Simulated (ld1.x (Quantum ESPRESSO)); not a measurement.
Configuration tests for phosphorus (TM)

```
Element                 : P
Generator               : ld1.x (Quantum ESPRESSO) 7.5
Type                    : norm-conserving Troullier–Martins (Kleinman–Bylander form)
Functional              : revPBE
Relativity              : non-relativistic
Frozen core             : [Ne]
Valence charge          : 5
Reference configuration : 3s1.75 3p3.25
Partial waves           : 3s (bound): rc 1.75 bohr; 3p (bound): rc 1.95 bohr; 3d channel at -0.1 Ry: rc 1.90 bohr
Local potential         : the d channel
Core correction         : none
```

Energies are relative to the spin-unpolarised reference configuration 3s1.75 3p3.25; without spin polarisation the order of configurations can differ from experiment. The frozen-core shift is the all-electron ΔE with the core orbitals held at their reference shape minus the fully relaxed ΔE.

Q: Give the all-electron excitation energy and the error of the potential for: 3s2 3p3; 3s2 3p2; 3s2 3p1; 3s0 3p5; 3s2 3p2.5; 3s1 3p4; 3s2 3p3.3.

A:

```tsv
valence configuration	charge	ΔE all-electron (eV)	error AE − PS (meV)	frozen-core shift (meV)
3s2 3p3	0	-2.098	+0.1	0.0
3s2 3p2	+1	7.621	+3.8	+0.5
3s2 3p1	+2	26.758	+25	+7.1
3s0 3p5	0	14.908	+0.2	+1.9
3s2 3p2.5	+0.5	1.670	+0.8	0.0
3s1 3p4	0	6.344	+1.0	+0.3
3s2 3p3.3	-0.3	-3.400	+0.2	+0.1
```

Levels in the configuration 3s2 3p3.3:

```tsv
level	all-electron (eV)	pseudo (eV)
3s	-11.422	-11.423
3p	-3.217	-3.218
```
